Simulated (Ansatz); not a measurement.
Z-matrix (Å, degrees):
```
B
H 1 1.2043
C 1 1.5575 2 118.30
H 3 1.0926 1 115.01 2 164.35
H 3 1.0930 4 109.91 1 129.89
H 3 1.1021 4 106.78 5 113.49
C 1 1.5576 2 118.25 3 -179.93
H 7 1.0925 1 115.05 2 164.85
H 7 1.0931 8 109.89 1 129.80
H 7 1.1021 8 106.85 9 113.46
```
Charge +1, spin multiplicity 2.

All values below come from Ansatz (a quantum-chemistry and plane-wave program) with frozen-core CCSD(T)/cc-pVTZ // PBE0-D3(BJ)/def2-TZVP. The geometry is that of the parent before the electron was removed.

```yaml
HF energy: -104.13217 Ha
MP2 correlation energy: -0.44138 Ha
```

Estimate the CCSD correlation energy, the (T) correction, the total energy and the T1 diagnostic.


| Item | Result |
|---|---|
| CCSD correlation energy | -0.48254 Ha |
| (T) correction | -0.01940 Ha |
| CCSD(T) total energy | -104.63411 Ha |
| T1 diagnostic | 0.022 |
